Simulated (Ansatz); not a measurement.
Consider the isomerisation: `CCBC[SiH3]` → `CCB(C)[SiH3]`.

Program: Ansatz. Geometries: PBE0-D4/def2-TZVP. ΔE: electronic, gas phase. CBS: MP2 limit from def2 TZ/QZ plus the TZ coupled-cluster correction, frozen cores. Functionals use def2-TZVPP. B3LYP here is the variant with VWN-RPA as its local correlation; programs differ in this. Each species was taken in one conformer, which may not be the lowest.

`CCBC[SiH3]`:

Cartesian coordinates in Å:
```
C -1.605 1.513 -1.050
C -1.261 0.597 0.119
B 0.233 0.562 0.571
C 0.876 -0.683 1.219
Si 1.708 -1.668 -0.160
H -2.682 1.564 -1.229
H -1.248 2.530 -0.870
H -1.137 1.166 -1.974
H -1.661 -0.412 -0.038
H -1.780 0.957 1.026
H 0.915 1.539 0.397
H 1.678 -0.457 1.927
H 0.157 -1.373 1.674
H 2.774 -0.867 -0.817
H 0.714 -2.064 -1.194
H 2.319 -2.903 0.400
```

`CCB(C)[SiH3]`:

Cartesian coordinates in Å:
```
C 1.975 -0.261 -0.147
C 0.659 -0.948 -0.560
B -0.487 -0.120 0.115
C -0.998 -0.497 1.540
Si -1.286 1.437 -0.914
H 2.016 0.774 -0.498
H 2.835 -0.785 -0.569
H 2.098 -0.247 0.940
H 0.604 -0.967 -1.652
H 0.676 -1.985 -0.206
H -1.320 0.343 2.158
H -0.316 -1.137 2.107
H -1.907 -1.096 1.362
H -2.332 0.896 -1.836
H -0.273 2.119 -1.772
H -1.942 2.475 -0.068
```

```csv
level,ΔE (kJ/mol),difference from CCSD(T)/CBS
PBE-D4,23.9,-9.2
r2SCAN-D4,30.4,-2.7
PBE0-D4,27.8,-5.3
B3LYP-D4,30.4,-2.7
ωB97X-V,31.9,-1.2
ωB97M-V,36.6,3.5
B2PLYP,34.7,1.6
PBE,25.2,-7.9
r2SCAN,30.8,-2.3
PBE0,29.0,-4.1
B3LYP,32.4,-0.7
HF/def2-TZVPP,40.1,7.0
MP2/def2-TZVPP,38.6,5.5
SCS-MP2/def2-TZVPP,38.2,5.1
CCSD/def2-TZVPP,33.5,0.4
CCSD(T)/def2-TZVPP,32.7,-0.4
HF/def2-QZVPP,40.8,7.7
MP2/def2-QZVPP,39.0,5.9
SCS-MP2/def2-QZVPP,38.6,5.5
HF/CBS(def2),40.9,7.8
MP2/CBS(def2),38.9,5.8
CCSD/CBS(def2),33.9,0.8
CCSD(T)/CBS,33.1,0
```

Largest T1 diagnostic among the species: 0.011.

From PBE to PBE0 (25 % exact exchange), in def2-TZVPP and without D4, ΔE moves by +3.8 kJ/mol.

CCSD(T)/CBS has its own doubt, a few kJ/mol and more with outer-core shells, so smaller differences from it don't rank the levels.
